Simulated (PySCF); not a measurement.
HGa, triplet, at a GFN2-xTB geometry (such geometries of metal compounds can be far from the true shape) (the spin is typed, not shown lowest); PBE/def2-TZVP in PySCF.

PySCF was given this input:
```python
from pyscf import gto, scf, dft

mol = gto.Mole()
mol.atom = '''
    Ga   -0.000000   -0.000000   -0.053767
    H     0.000000    0.000000    1.666791
'''
mol.basis = 'def2-tzvp'
mol.charge = 0
mol.spin = 2
mol.verbose = 4
mol.build()

mf = dft.UKS(mol)
mf.xc = 'pbe'
mf.kernel()
```

Question: What does PySCF print? Leave out banner, timings and long lists.

Answer: 
```
PySCF version 2.14.0

[INPUT] verbose = 4
[INPUT] num. atoms = 2
[INPUT] num. electrons = 32
[INPUT] charge = 0
[INPUT] spin (= nelec alpha-beta = 2S) = 2
[INPUT] symmetry False subgroup None
[INPUT] Mole.unit = angstrom
[INPUT] Symbol           X                Y                Z      unit          X                Y                Z       unit  Magmom
[INPUT]  1 Ga     0.000000000000   0.000000000000  -0.053767000000 AA    0.000000000000   0.000000000000  -0.101604904539 Bohr   0.0
[INPUT]  2 H      0.000000000000   0.000000000000   1.666791000000 AA    0.000000000000   0.000000000000   3.149778496890 Bohr   0.0

nuclear repulsion = 9.53440310557389
number of shells = 20
number of NR pGTOs = 108
number of NR cGTOs = 54
basis = def2-tzvp
ecp = {}

******** <class 'pyscf.dft.uks.UKS'> ********
method = UKS
initial guess = minao
damping factor = 0
level_shift factor = 0
DIIS = <class 'pyscf.scf.diis.CDIIS'>
diis_start_cycle = 1
diis_space = 8
diis_damp = 0
SCF conv_tol = 1e-09
SCF conv_tol_grad = None
SCF max_cycles = 50
direct_scf = True
direct_scf_tol = 1e-13
number electrons alpha = 17  beta = 15
XC library pyscf.dft.libxc version 7.1.2
    S. Lehtola, C. Steigemann, M. J. T. Oliveira, and M. A. L. Marques,  SoftwareX 7, 1–5 (2018)
XC functionals = pbe
    J. P. Perdew, K. Burke, and M. Ernzerhof,  Phys. Rev. Lett. 77, 3865 (1996)
    J. P. Perdew, K. Burke, and M. Ernzerhof,  Phys. Rev. Lett. 78, 1396 (1997)
    J. P. Perdew, K. Burke, and M. Ernzerhof,  Phys. Rev. Lett. 77, 3865 (1996)
    J. P. Perdew, K. Burke, and M. Ernzerhof,  Phys. Rev. Lett. 78, 1396 (1997)
radial grids:
    Treutler-Ahlrichs [JCP 102, 346 (1995); DOI:10.1063/1.469408] (M4) radial grids

becke partition: Becke, JCP 88, 2547 (1988); DOI:10.1063/1.454033
pruning grids: <function nwchem_prune>
grids dens level: 3
symmetrized grids: False
atomic radii adjust function: <function treutler_atomic_radii_adjust>
small_rho_cutoff = 0
Set gradient conv threshold to 3.16228e-05
tot grids = 30712
init E= -1924.51076909735

cycle= 1 E= -1924.97860045427  delta_E= -0.468  |g|= 0.643  |ddm|=    1

cycle= 2 E= -1924.88348195926  delta_E= 0.0951  |g|= 0.978  |ddm|= 0.756

cycle= 3 E= -1925.04351156151  delta_E= -0.16  |g|= 0.0201  |ddm|= 0.499

cycle= 4 E= -1925.04342622232  delta_E= 8.53e-05  |g|= 0.0218  |ddm|= 0.0737

cycle= 5 E= -1925.04398070334  delta_E= -0.000554  |g|= 0.00155  |ddm|= 0.0385

cycle= 6 E= -1925.0439822565  delta_E= -1.55e-06  |g|= 0.000361  |ddm|= 0.00258

cycle= 7 E= -1925.04398236703  delta_E= -1.11e-07  |g|= 0.000108  |ddm|= 0.000818

cycle= 8 E= -1925.0439823764  delta_E= -9.37e-09  |g|= 2.52e-05  |ddm|= 0.000207

cycle= 9 E= -1925.04398237696  delta_E= -5.53e-10  |g|= 3.51e-06  |ddm|= 5.43e-05

Extra cycle  E= -1925.04398237695  delta_E= 8.87e-12  |g|= 5.69e-06  |ddm|= 1.66e-05
converged SCF energy = -1925.04398237695  <S^2> = 2.0046599  2S+1 = 3.003105
```
